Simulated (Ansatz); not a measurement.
Basis-set series for `C[N](C)[Hf]([I])([N](C)C)[N](C)C`. Total charge 0; spin multiplicity 1. Hf, I takes the def2 core potential. The geometry is a stationary point of PBE0-D4/def2-TZVP. It is one conformer, not always the lowest.

| atom | x (Å) | y (Å) | z (Å) |
| --- | --- | --- | --- |
| C1 | -0.046 | 0.821 | 2.731 |
| N2 | -0.594 | -0.134 | 1.799 |
| C3 | -1.825 | -0.723 | 2.287 |
| Hf4 | 0.116 | -0.788 | 0.012 |
| I5 | 0.523 | -3.540 | 0.055 |
| N6 | 1.852 | 0.194 | -0.372 |
| C7 | 2.201 | 1.092 | -1.446 |
| C8 | 2.969 | -0.045 | 0.520 |
| N9 | -1.226 | -0.278 | -1.423 |
| C10 | -2.497 | 0.399 | -1.319 |
| C11 | -0.932 | -0.671 | -2.787 |
| H12 | 0.880 | 1.251 | 2.343 |
| H13 | 0.174 | 0.358 | 3.704 |
| H14 | -0.746 | 1.649 | 2.915 |
| H15 | -2.221 | -1.458 | 1.575 |
| H16 | -1.674 | -1.249 | 3.239 |
| H17 | -2.604 | 0.038 | 2.441 |
| H18 | 1.345 | 1.258 | -2.103 |
| H19 | 3.027 | 0.695 | -2.054 |
| H20 | 2.521 | 2.071 | -1.061 |
| H21 | 2.693 | -0.742 | 1.322 |
| H22 | 3.823 | -0.489 | -0.009 |
| H23 | 3.313 | 0.885 | 0.996 |
| H24 | -3.324 | -0.240 | -1.661 |
| H25 | -2.516 | 1.312 | -1.930 |
| H26 | -2.696 | 0.687 | -0.285 |
| H27 | -1.694 | -1.354 | -3.185 |
| H28 | 0.030 | -1.196 | -2.848 |
| H29 | -0.874 | 0.199 | -3.456 |

```
functional       basis  functions  energy (Eh)  HOMO (eV)  LUMO (eV)
   PBE0-D4    def2-SVP        274   -748.85028      -6.41      -0.01
   PBE0-D4  def2-TZVPP        637   -749.31570      -6.45      -0.08
   ωB97M-V    def2-SVP        274   -748.98589      -8.62       1.82
   ωB97M-V  def2-TZVPP        637   -749.47716      -8.67       1.45
```

Q: Give the rows for def2-QZVPP. (Best estimate.)

A: The calculation gave: 
| functional | basis | functions | energy (Eh) | HOMO (eV) | LUMO (eV) |
| --- | --- | --- | --- | --- | --- |
| PBE0-D4 | def2-QZVPP | 1216 | -749.34024 | -6.47 | -0.12 |
| ωB97M-V | def2-QZVPP | 1216 | -749.50110 | -8.69 | 0.92 |

Positive LUMOs are unbound and depend on the basis.

Computed with Ansatz.
